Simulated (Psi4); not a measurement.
H5PSi, charge -1, doublet (typed; the unrestricted solution is spin-contaminated), at a GFN2-xTB geometry (a state made from the parent by changing its charge; the spin is typed, not shown lowest) (a gas-phase anion, which may not be bound at this level), with bond 4-1 at 2.0 times its length. Base run: Psi4 1.11 with CAM-B3LYP/cc-pVTZ.

Here is a job for Psi4.
```
memory 2 GB

molecule {
-1 2
  Si   -1.11909809   -0.11289752    0.02233081
  P     1.15602004    0.15282726   -0.13415520
  H    -2.29260709   -0.93582205   -0.46776480
  H    -1.99536453    2.62276742   -0.64176567
  H    -1.35069510   -0.26986853    1.48176156
  H     1.36139732   -1.18560754    0.15803934
  H     2.16620900    0.42451950    0.83737793
}

set basis cc-pvtz
set reference uks

energy('cam-b3lyp')
print_variables()
```

The base run was repeated with changes; each row names its change, and settings that it needs were set with it.

| change | ΔE vs base (µEh) | SCF cycles | grid points | basis functions | outcome |
|---|---|---|---|---|---|
| base | 0.0 | 14 | 152620 | 138 | converged |
| cholesky_tolerance = 1e-6 (with scf_type cd) | - | - | - | - | input refused |
| level_shift = 1.0 | 0.0 | 14 | 152620 | 138 | converged |
| dft_spherical_points = 974 | 2.0 | 14 | 491735 | 138 | converged |
| df_basis_scf = def2-universal-jkfit | -121 | 14 | 152620 | 138 | converged |
| dft_nuclear_scheme = becke | -0.1 | 14 | 151367 | 138 | converged |
| d_convergence = 1e-4 | 0.0 | 14 | 152620 | 138 | converged |
| d_convergence = 1e-8 | 0.0 | 19 | 152620 | 138 | converged |
| guess = core | 0.1 | 18 | 152620 | 138 | converged |
| df_basis_scf = cc-pvqz-jkfit | 8.4 | 14 | 152620 | 138 | converged |
| guess = modhuckel | 0.0 | 17 | 152620 | 138 | converged |
| guess = sap | 0.0 | 18 | 152620 | 138 | converged |
| dft_nuclear_scheme = stratmann | 2.2 | 14 | 143032 | 138 | converged |

Open shells are given as the SCF converged; they aren't shown to be the lowest states, and a large step between rows can be another state.

A gas-phase anion may not be bound at this level; its values then depend on the basis.

- cholesky_tolerance = 1e-6 (with scf_type cd): ended with `psi4.driver.p4util.exceptions.ValidationError: SCF: SCF_TYPE (CD) not supported for range-separated functionals, plese use SCF_TYPE = 'DF' to automatically select the correct JK build.`
